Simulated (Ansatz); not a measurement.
Stepwise reaction of `[OH][Al]([OH])[OH]` with hydrogen sulfide, as a gas-phase model of exchange steps in deposition or etching. ΔE in kJ/mol.

Gas-phase electronic energies from Ansatz, PBE0-D4/def2-TZVP geometries. CCSD(T)/CBS adds triple-zeta CCSD(T) − MP2 to the extrapolated MP2 energy (def2 sets, frozen cores). This one scheme is used for every species. Functionals use def2-TZVPP. B3LYP here is the variant with VWN-RPA as its local correlation; programs differ in this. One conformer a species, not always the lowest.

| step | reaction | PBE-D4 | B3LYP-D4 | ωB97M-V | CCSD(T)/CBS |
| --- | --- | --- | --- | --- | --- |
| 1 | `[OH][Al]([OH])[OH]` + H₂S → `[OH][Al]([OH])[SH]` + H₂O | 18.2 | 29.0 | 26.9 | 23.8 |
| 2 | `[OH][Al]([OH])[SH]` + H₂S → `[OH][Al]([SH])[SH]` + H₂O | 14.0 | 25.2 | 23.6 | 19.5 |
| 3 | `[OH][Al]([SH])[SH]` + H₂S → `[SH][Al]([SH])[SH]` + H₂O | 13.8 | 25.0 | 23.8 | 19.3 |

(1) By hand: ΔE of the 3 steps together at CCSD(T)/CBS.

Answers

(1) (23.8) + (19.5) + (19.3) = 62.6 kJ/mol, or 20.9 kJ/mol a step.

In ΔE the steps differ by no more than 4.5 kJ/mol. All are uphill at CCSD(T)/CBS. PBE-D4 differs from CCSD(T)/CBS by -5.6 to -5.5 kJ/mol a step. Isolated molecules leave out the surface, adducts and barriers. Largest T1 diagnostic: 0.012.
